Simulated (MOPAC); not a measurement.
Input for MOPAC: PM3 on GeH4O2 (SMILES [OH][GeH2][OH]), a point of a bond scan (R = 2.301 Å).

```
PM3 1SCF PRECISE CHARGE=0 THREADS=1
GeH4O2

Ge     0.33883789 1    -0.06566271 1     0.00759659 1
O     -0.42944079 1     1.43257692 1     0.60497347 1
O     -0.90669806 1    -1.17364928 1    -0.63492907 1
H      1.37060353 1    -0.92407119 1     1.87609013 1
H      1.24372147 1     0.19795820 1    -1.20235759 1
H     -0.88342978 1     1.92366099 1    -0.08771759 1
H     -1.54067496 1    -1.45389864 1     0.03337031 1
```

Program output:

```
*******************************************************************************
 **                                                                           **
 **                              MOPAC v23.2.5                                **
 **                                                                           **
 *******************************************************************************
 ** MOPAC's Digital Object Identifier: https://doi.org/10.5281/zenodo.6511958 **
 **                                                                           **
 ** Please cite the open-source release paper for use of this MOPAC version:  **
 ** J. E. Moussa and J. J. P. Stewart (2026)                                  **
 ** MOPAC: An open-source semiempirical molecular orbital program             **
 ** J. Open Source Softw., 11(119), 8025, https://doi.org/10.21105/joss.08025 **
 *******************************************************************************

                              PM3 CALCULATION RESULTS

 *******************************************************************************
 *  PM3        - The PM3 Hamiltonian to be used
 *
 *
 *
 *                 CHARGE ON SYSTEM = 0
 *
 *
 *
 *  PRECISE    - TIGHTER CRITERIA TO BE USED
 *  1SCF       - DO 1 SCF AND THEN STOP
 *  THREADS=1  - MULTI-THREADING NOT USED
 *  T=         - A TIME OF 172800.0 SECONDS REQUESTED
 *  DUMP=N     - RESTART FILE WRITTEN EVERY 7200.0 SECONDS REQUESTED
 *******************************************************************************
PM3 1SCF PRECISE CHARGE=0 THREADS=1
 GeH4O2

   ATOM   CHEMICAL          X               Y               Z
  NUMBER   SYMBOL      (ANGSTROMS)     (ANGSTROMS)     (ANGSTROMS)

     1      Ge          0.33883789  *  -0.06566271  *   0.00759659  *
     2       O         -0.42944079  *   1.43257692  *   0.60497347  *
     3       O         -0.90669806  *  -1.17364928  *  -0.63492907  *
     4       H          1.37060353  *  -0.92407119  *   1.87609013  *
     5       H          1.24372147  *   0.19795820  *  -1.20235759  *
     6       H         -0.88342978  *   1.92366099  *  -0.08771759  *
     7       H         -1.54067496  *  -1.45389864  *   0.03337031  *



          CARTESIAN COORDINATES

    NO.       ATOM           X           Y           Z

     1        Ge          0.3388     -0.0657      0.0076
     2         O         -0.4294      1.4326      0.6050
     3         O         -0.9067     -1.1736     -0.6349
     4         H          1.3706     -0.9241      1.8761
     5         H          1.2437      0.1980     -1.2024
     6         H         -0.8834      1.9237     -0.0877
     7         H         -1.5407     -1.4539      0.0334

  H: (PM3): J. J. P. STEWART, J. COMP. CHEM. 10, 209 (1989).
  O: (PM3): J. J. P. STEWART, J. COMP. CHEM. 10, 209 (1989).
 Ge: (PM3): J. J. P. STEWART, J. COMP. CHEM. 12, 320-341 (1991).

           Empirical Formula: H4 O2 Ge  =     7 atoms



      MOLECULAR POINT GROUP   :   C1


      RHF CALCULATION, NO. OF DOUBLY OCCUPIED LEVELS = 10


 -------------------------------------------------------------------------------
 PM3 1SCF PRECISE CHARGE=0 THREADS=1
 GeH4O2



     1SCF WAS SPECIFIED, SO BFGS WAS NOT USED
     SCF FIELD WAS ACHIEVED


                              PM3 CALCULATION
                                                       MOPAC v23.2.5 Linux




          FINAL HEAT OF FORMATION =        -53.62269 KCAL/MOL =    -224.35733 KJ/MOL


          COSMO AREA              =        100.41 SQUARE ANGSTROMS
          COSMO VOLUME            =         85.40 CUBIC ANGSTROMS

          IONIZATION POTENTIAL    =          9.970682 EV
          HOMO LUMO ENERGIES (EV) =         -9.971 -1.117
          NO. OF FILLED LEVELS    =         10
          MOLECULAR WEIGHT        =        108.6204         POINT GROUP:  C1

          MOLECULAR DIMENSIONS (Angstroms)

            Atom       Atom       Distance
            H     6    H     4     4.12878
            H     7    H     5     3.45914
            O     3    O     2     2.52692


          SCF CALCULATIONS        =          1





   ATOM   CHEMICAL          X               Y               Z
  NUMBER   SYMBOL      (ANGSTROMS)     (ANGSTROMS)     (ANGSTROMS)

     1      Ge          0.33883789  *  -0.06566271  *   0.00759659  *
     2       O         -0.42944079  *   1.43257692  *   0.60497347  *
     3       O         -0.90669806  *  -1.17364928  *  -0.63492907  *
     4       H          1.37060353  *  -0.92407119  *   1.87609013  *
     5       H          1.24372147  *   0.19795820  *  -1.20235759  *
     6       H         -0.88342978  *   1.92366099  *  -0.08771759  *
     7       H         -1.54067496  *  -1.45389864  *   0.03337031  *

                             CARTESIAN COORDINATES

   1   Ge        0.338837890    -0.065662710     0.007596590
   2    O       -0.429440790     1.432576920     0.604973470
   3    O       -0.906698060    -1.173649280    -0.634929070
   4    H        1.370603530    -0.924071190     1.876090130
   5    H        1.243721470     0.197958200    -1.202357590
   6    H       -0.883429780     1.923660990    -0.087717590
   7    H       -1.540674960    -1.453898640     0.033370310


           Empirical Formula: H4 O2 Ge  =     7 atoms



      MOLECULAR POINT GROUP   :   C1


                  EIGENVALUES
 -35.16354 -35.11791 -17.06248 -16.39874 -14.37947 -13.72604 -13.19724 -11.61385
 -11.14576  -9.97068  -1.11745   0.55055   0.72815   2.21357   5.13950   5.28950


              NET ATOMIC CHARGES AND DIPOLE CONTRIBUTIONS

  ATOM NO.   TYPE          CHARGE      No. of ELECS.   s-Pop       p-Pop
    1         Ge           0.615768        3.3842     0.84008     2.54415
    2          O          -0.488482        6.4885     1.78407     4.70441
    3          O          -0.472914        6.4729     1.78669     4.68622
    4          H           0.011933        0.9881     0.98807
    5          H          -0.061615        1.0616     1.06161
    6          H           0.200555        0.7994     0.79944
    7          H           0.194754        0.8052     0.80525
 DIPOLE           X         Y         Z       TOTAL
 POINT-CHG.     1.488    -0.508     0.455     1.637
 HYBRID        -0.976     0.278    -0.217     1.037
 SUM            0.512    -0.230     0.238     0.610


          ATOMIC ORBITAL ELECTRON POPULATIONS

     Atom    s        px        py        pz
    1 Ge   0.84008   0.86437   0.72556   0.95422
    2  O   1.78407   1.72649   1.48023   1.49769
    3  O   1.78669   1.46347   1.72952   1.49323
    4  H   0.98807
    5  H   1.06161
    6  H   0.79944
    7  H   0.80525

 **********************
 *                    *
 * JOB ENDED NORMALLY *
 *                    *
 **********************




 == MOPAC DONE ==
```

The run finished.

Cost: roughly 0.020 core-seconds.
